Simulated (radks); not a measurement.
Isoelectronic series with 10 electrons, each ion in its NIST ground configuration. Calculated with a radial shooting solver on a logarithmic mesh with Libxc functionals: Dirac Kohn-Sham, PBEsol, spin-unpolarised, spherical densities, finite nucleus; Fermi nuclear charge, rms radius of each element as measured or else 0.836 A^(1/3) + 0.57 fm. Total energies (hartree) and mean radii <r> (bohr):

ion    configuration  E (hartree)   2p3/2   2p1/2   2s1/2
Ne              [Ne]   -128.67182  0.9824  0.9793  0.8991
Mg2+            [Ne]   -199.00485  0.6846  0.6824  0.6960
Si4+            [Ne]   -285.53650  0.5319  0.5298  0.5648
S6+             [Ne]   -388.28240  0.4364  0.4342  0.4746
Ar8+            [Ne]   -507.29072  0.3704  0.3682  0.4090
Ca10+           [Ne]   -642.62671  0.3220  0.3196  0.3592
Ti12+           [Ne]   -794.36854  0.2848  0.2822  0.3200
Cr14+           [Ne]   -962.60632  0.2553  0.2526  0.2884
Fe16+           [Ne]  -1147.44136  0.2314  0.2286  0.2624
Ni18+           [Ne]  -1348.98669  0.2116  0.2086  0.2405
Zn20+           [Ne]  -1567.36620  0.1949  0.1917  0.2219
Ge22+           [Ne]  -1802.71650  0.1806  0.1773  0.2059
Se24+           [Ne]  -2055.18688  0.1683  0.1647  0.1919
Kr26+           [Ne]  -2324.93882  0.1575  0.1538  0.1797
Sr28+           [Ne]  -2612.14752  0.1480  0.1441  0.1688
Zr30+           [Ne]  -2917.00198  0.1396  0.1355  0.1591
Mo32+           [Ne]  -3239.70411  0.1321  0.1278  0.1503
Ru34+           [Ne]  -3580.47671  0.1253  0.1208  0.1424
Pd36+           [Ne]  -3939.55544  0.1192  0.1145  0.1352
Cd38+           [Ne]  -4317.19219  0.1136  0.1087  0.1287
Sn40+           [Ne]  -4713.66201  0.1085  0.1035  0.1227
